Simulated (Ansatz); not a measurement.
# Ligand exchange: GeH(OH)3 + C2H8O2Si → Ge(OH)4 + C2H8OSi

Species: GeH(OH)3, singlet; C2H8O2Si `CO[SiH](C)O`, singlet; Ge(OH)4, singlet; C2H8OSi `CO[SiH2]C`, singlet. The partners trade H for OH: Ge–H and Si–OH bonds give way to Ge–OH and Si–H.

Shapes, held fixed at every level: PBE0-D4/def2-TZVP. Flexible molecules stand in one conformer, not always the lowest. Programs: Ansatz 0.2.0. Electronic energies: no zero-point or thermal term.

| level | kind | ΔE (kJ/mol) | less CCSD(T)/def2-TZVPP |
| --- | --- | --- | --- |
| PBE-D4/def2-TZVPP | GGA | +63.2 | +3.7 |
| r2SCAN-D4/def2-TZVPP | meta-GGA | +65.2 | +5.7 |
| B3LYP-D4/def2-TZVPP | global hybrid | +66.0 | +6.5 |
| PBE0-D4/def2-TZVPP | global hybrid | +63.8 | +4.3 |
| wB97X-V/def2-TZVPP | range-separated hybrid | +62.4 | +2.9 |
| B2PLYP/def2-TZVPP | double hybrid | +64.4 | +4.9 |
| CCSD(T)/def2-TZVPP | coupled cluster or CI | +59.5 | 0.0 |

The highest level, CCSD(T)/def2-TZVPP, gives ΔE = +59.5 kJ/mol; the levels span +59.5 to +66.0. The column of differences is taken from that level and isn't an error. No measured value is set beside it here. Relativity is left out for Ge. Outer-core shells of Ge are correlated, in sets that cover them unevenly. CCSD(T)/def2-TZVPP lies outside the range of all other levels here, so it shouldn't be taken on trust.
